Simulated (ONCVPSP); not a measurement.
# Before and after: ONCV potential for Ca (Z = 20)

ONCVPSP 4.0.1 input, shortened (lines: element, Z, core and valence counts, functional; n l f; lmax; l rc ep ncon nbas qcut; lloc lpopt rc5 dvloc0; l nproj debl; icmod fcfact rcfact), LDA (Perdew-Wang 92), non-relativistic:

```
  Ca 20.00    4    2  -001012      upf
    1    0    2.00
    2    0    2.00
    2    1    6.00
    3    0    2.00
    3    1    6.00
    4    0    2.00
    3
    0    3.40    0.00    4    9    2.50
    1    1.30    0.00    4    7    5.40
    2    2.65    0.12    5    8    3.50
    3    2.60    0.15    5    8    4.80
    4    5    0.85    0.00
    0    2    1.50
    1    2    3.10
    2    1    3.90
    3    2    2.80
    3    3.50    1.30
```

In the d channel the program set the typed energies aside and used -0.083 Ha.

All-electron outer shells of the reference configuration (LDA (PZ), non-relativistic, ld1.x):

```tsv
shell	level (eV)	outermost node (bohr)	outermost maximum (bohr)
3p	-28.03	0.42	1.04
4s	-3.85	1.44	3.33
```

Change: local potential polynomial inside 0.85 bohr (lpopt 5, dvloc0 7 Ha).

Cutoffs: the cutoffs (Ha) at which the residual kinetic energy of the hardest occupied pseudo-wave falls to 1 and 0.1 mHa per electron; they do not see the model core or the augmentation charge, which bear on the density cutoff. Errors are all-electron minus pseudo energies relative to the spin-unpolarised reference configuration.

Question: What does the change do?

Answer: The potential gets neither clearly harder nor softer (14 Ha and 40 Ha → 14 Ha and 40 Ha); both files keep a bound ghost (f, s); the lowest positive-energy flag moves from d at 44.7 eV to none; the errors of the 4 common tests hardly move; the range in which the f phases agree narrows (upper end at the end of the scan → 3.4).

```csv
quantity,base,changed
"cutoff, loose",14 Ha,14 Ha
"cutoff, tight",40 Ha,40 Ha
bound ghosts,"s, f","s, f"
GHOST(+) flags under 300 eV,"d at 44.7 eV, s at 63.9 eV",none
"error for 3p6 4s1, meV [ΔE 6.43 eV]",+4.0,+3.9
"error for 3p6 4s0, meV [ΔE 18.33 eV]",+31,+31
"error for 3p6 4s1.5, meV [ΔE 2.55 eV]",+0.7,+0.7
"error for 3p6 4s1 4p1, meV [ΔE 2.46 eV]",+0.4,+0.3
s: phases at 3.44 bohr within 0.05 rad from the reference energy up to (Ha; the scan ends near 5),n/a,n/a
p: phases at 1.32 bohr within 0.05 rad from the reference energy up to (Ha; the scan ends near 5),to the end of the scan,to the end of the scan
d: phases at 2.69 bohr within 0.05 rad from the reference energy up to (Ha; the scan ends near 5),0.3,0.3
f: phases at 2.65 bohr within 0.05 rad from the reference energy up to (Ha; the scan ends near 5),to the end of the scan,3.4
"rms error of d²Exc/dni dnj with the model core, mHa",4.00,4.00
```

 A true bound ghost makes a file unfit for plane-wave use even where its test errors are small: the radial tests pick states by their node count and pass the ghost by.
